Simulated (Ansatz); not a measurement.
CH₅AlGeOS, relaxed with RKS PBE0-D4/def2-TZVP in Ansatz from a PBE-D4/def2-SVP geometry. The force threshold is 0.005 eV/Å; the program also tests the step.

Total charge 0; spin multiplicity 1.

Start:

```xyz
10

O     1.558    1.183   -1.605
Ge    0.139    0.068   -1.498
Al   -0.359   -1.442    0.351
C    -0.255    0.108    1.563
S    -1.383    0.790    0.230
H     2.196    0.971   -0.897
H    -0.624    0.406   -2.809
H    -1.077   -2.860    0.456
H     0.639    0.741    1.706
H    -0.835    0.036    2.504
```

By how much does the energy fall, and how many steps does the optimiser take? (An estimate is asked.)

Computed: 0.06 eV, in 8 steps.

Which bonds change most? (Estimate.)

The calculation gave: Ge2–S5 from 2.413 to 2.352 Å; C4–S5 from 1.874 to 1.848 Å; O1–Ge2 from 1.808 to 1.784 Å.

Give the relaxed structure. (Estimate.)

Computed: 
```xyz
10

O     1.532    1.176   -1.579
Ge    0.130    0.078   -1.476
Al   -0.371   -1.433    0.342
C    -0.247    0.098    1.544
S    -1.336    0.789    0.220
H     2.177    1.001   -0.889
H    -0.615    0.377   -2.787
H    -1.082   -2.836    0.468
H     0.639    0.709    1.692
H    -0.828    0.039    2.464
```
